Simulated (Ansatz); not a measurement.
Isolated molecules relaxed with PBE0-D4/def2-TZVP in Ansatz; ΔE leaves out vibrations. CCSD(T)/CBS adds triple-zeta CCSD(T) − MP2 to the extrapolated MP2 energy (def2 sets, frozen cores). This one scheme is used for every species. Functionals use def2-TZVPP. B3LYP here is the variant with VWN-RPA as its local correlation; programs differ in this. HSE06 is defined as in plane-wave codes. Elements past krypton have def2 core potentials. For Ta outer-core shells are correlated without core-valence functions, which leaves a few kJ/mol of doubt a bond. Each species was taken in one conformer, which may not be the lowest.

Reaction (formal hydrolysis of a Ta–N bond): `[NH2][Ta]([NH2])([OH])=[S]` + H₂O → `[NH2][Ta]([OH])([OH])=[S]` + NH₃

`[NH2][Ta]([NH2])([OH])=[S]`:

Z-matrix (Å, degrees):
```
Ta
N 1 1.975
O 1 1.903 2 107.6
N 1 1.975 2 111.3 3 117.6
S 1 2.169 2 108.1 3 -123.9
H 2 1.010 1 125.0 3 -54.1
H 2 1.009 1 124.6 3 128.2
H 3 0.957 1 132.0 2 -120.1
H 4 1.009 1 124.6 2 114.1
H 4 1.010 1 125.0 2 -63.7
```

H₂O:

Cartesian coordinates in Å:
```
O 0.357 0.151 0.033
H -0.195 -0.198 0.735
H -0.162 0.047 -0.768
```

`[NH2][Ta]([OH])([OH])=[S]`:

Cartesian coordinates in Å:
```
N 0.357 -1.573 -0.325
Ta -0.199 0.288 0.003
O 1.028 1.469 -0.839
O -0.123 0.649 1.866
S -2.206 0.487 -0.791
H 1.255 -1.949 -0.057
H -0.205 -2.277 -0.778
H 0.913 2.071 -1.575
H -0.819 0.836 2.496
```

NH₃:

```xyz
4

N     0.206   -0.100    0.165
H     0.290    0.899    0.020
H     0.213   -0.534   -0.750
H    -0.709   -0.265    0.565
```

```csv
level,ΔE (kcal/mol),difference from CCSD(T)/CBS
revPBE-D4,-12.6,-0.8
r2SCAN-D4,-13.7,-1.9
B3LYP-D4,-13.2,-1.4
HSE06-D4,-12.5,-0.7
B2PLYP,-13.5,-1.7
BLYP,-14.2,-2.4
PBE0,-13.0,-1.2
r2SCANh,-13.7,-1.9
r2SCAN0,-13.4,-1.6
HSE06,-12.9,-1.1
LC-ωPBE,-14.0,-2.2
CCSD/def2-SVP,-13.6,-1.8
HF/def2-TZVPP,-14.5,-2.7
CCSD/def2-TZVPP,-12.6,-0.8
HF/def2-QZVPP,-14.4,-2.6
HF/CBS(def2),-14.4,-2.6
CCSD(T)/CBS,-11.8,0
```

Largest T1 diagnostic among the species: 0.020, so the coupled-cluster value is less sure than usual.

At CCSD(T), def2-SVP lies −1.8 kcal/mol from the extrapolated value and def2-TZVPP −0.6 kcal/mol. Leaving LDA and LC-ωPBE aside and taking each functional with its dispersion term where it has one, the values, not all of them listed here, spread over 1.9 kcal/mol, from B97M-V to HSE06-D4. In def2-TZVPP, CCSD(T) changes the Hartree–Fock value by +2.2 kcal/mol (the triples alone add +0.2 kcal/mol) and MP2 by +2.6 kcal/mol.
